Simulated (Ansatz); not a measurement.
The cluster Li3Cl2, relaxed as a doublet with UKS PBE0-D4/def2-TZVP in Ansatz, starting from the GFN2-xTB geometry. Force threshold 0.02 eV/Å.

The relaxation made no stability test and no search for a lower SCF solution. Another isomer (doublet) lies 0.46 eV lower at PBE0-D4/def2-TZVP; other spin states weren't run for this one.

Start:

```xyz
5

Li    1.7218    0.0172    0.3569
Li   -1.4051   -0.9517    0.2888
Li   -0.9575    0.9796   -0.7981
Cl    0.6202   -0.8113   -1.2889
Cl    0.0206    0.7663    1.4413
```

(1) Estimate the energy that the relaxation releases and the steps that it takes.

(2) Does the start keep its bonding?

(3) Predict the relaxed structure.

## Answers

(1) 0.17 eV, in 6 steps; 8.5 s on 4 threads of Arm Neoverse V1 on a shared host. No frequencies were taken in this run, so the end may be a saddle point.

(2) By distances, no bond broke or formed. The bond that changes most is Li2–Cl4, from 2.57 to 2.39 Å (atoms count from 1).

(3) 
Cartesian coordinates in Å:
```
Li 1.5971 -0.0498 0.3733
Li -1.1479 -1.0685 0.3879
Li -0.7824 1.1282 -0.8387
Cl 0.4667 -0.8229 -1.3526
Cl -0.1334 0.8129 1.4300
```
Bond lengths (bridged metal pairs left out): 6 × Cl–Li 2.20 to 2.39 Å.
